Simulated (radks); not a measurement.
The numbers below are computed, except where a source is named.
Valence configurations of W (all share [Xe]). Code: a radial shooting solver on a logarithmic mesh with Libxc functionals. Model: scalar-relativistic Kohn-Sham, LDA (Slater exchange, Perdew-Wang correlation), spin-unpolarised, spherical densities, point nucleus. Energies are relative to 4f14 5d4 6s2; eigenvalues in eV.

| valence | E (eV) | e(4f) | e(5d) | e(6p) | e(6s) |
|---|---|---|---|---|---|
| 4f14 5d4 6s2 | 0.000 | -33.461 | -4.679 | - | -5.903 |
| 4f14 5d4.5 6s1.5 | 0.694 | -32.434 | -4.064 | - | -5.618 |
| 4f12 5d6 6s2 | 73.830 | -51.954 | -6.711 | - | -6.135 |
| 4f14 5d3 6s2 6p1 | 4.105 | -37.472 | -7.547 | -2.500 | -7.596 |
| 4f14 5d4 6s1.5 6p0.5 | 2.250 | -34.289 | -5.417 | -1.893 | -6.463 |
| 4f14 5d3.5 6s2 6p0.5 | 1.822 | -35.432 | -6.104 | -2.015 | -6.769 |
| 4f14 5d4 6p2 | 9.434 | -36.522 | -7.360 | -2.861 | - |
| 4f14 5d4 6s1 6p1 | 4.571 | -35.069 | -6.104 | -2.251 | -6.970 |
| 4f14 5d6 | 3.628 | -29.997 | -2.652 | - | - |
| 4f13.5 5d6.5 | 18.296 | -34.142 | -2.911 | - | - |

NIST lists [Xe] 4f14 5d4 6s2 as the ground configuration; this level of theory agrees among the configurations tried. The energies are those of spherical spin-averaged densities, not of single terms.
